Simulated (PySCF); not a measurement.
**Titanium: a sound run and one with changed settings**

Sound run: Ti [Ar] 3d2 4s2, Ti⁺ [Ar] 3d2 4s1. All numbers are calculated (PySCF 2.14, the spin-free X2C one-electron Hamiltonian (Gaussian nucleus), in aug-cc-pVDZ-DK (7s6p4d2f, 59 functions)). The sound run starts from symmetry-adapted Hartree-Fock orbitals and uses a fine grid where one is needed.

Changed run: initial guess 1e, at most 50 SCF cycles, level shift 2.0 hartree.

| species | method | sound run (hartree) | changed run (hartree) | converged |
| --- | --- | --- | --- | --- |
| Ti | UHF | -852.74482 | -852.52678 | no |
| Ti | M06-L | -853.64904 | -853.56249 | no |
| Ti | TPSS | -853.73281 | -853.67920 | no |
| Ti⁺ | UHF | -852.54038 | -852.50641 | yes |
| Ti⁺ | M06-L | -853.39405 | -853.40798 | no |
| Ti⁺ | TPSS | -853.49236 | -853.48973 | no |

The plain start fixes occupations by D2h representation alone, and Ti⁺ at UHF landed in another state (other ⟨L²⟩ or ⟨S²⟩). A level shift slows the SCF but leaves a converged energy unchanged.
